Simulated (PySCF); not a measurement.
BClH, SMILES [BH]Cl, multiplicity 2. Geometry optimised at PBE0-D3(BJ)/def2-TZVPD. The isomer is the one that the SMILES or the coordinates give; other isomers of the formula were not compared.

Calculation: PBE0-D3(BJ)/def2-TZVPD (PySCF).

Harmonic wavenumbers (cm⁻¹): 843, 907, 2641. Rotational constants (GHz): 604.2, 17.94, 17.42; symmetry number 1.

Q: Work out the zero-point energy and the ideal-gas rigid-rotor harmonic-oscillator thermochemistry at 298.15 K and 1 atm.

A: ZPE = ½ Σ hcν = ½ × 4392 cm⁻¹ = 26.27 kJ/mol. H − E(el) = 36.50 kJ/mol. Entropy in J/(mol K): translation 156.83, rotation 75.66, vibration 1.30, spin 5.76, total 239.56. G − E(el) = -34.93 kJ/mol. Cp = 37.75 J/(mol K).
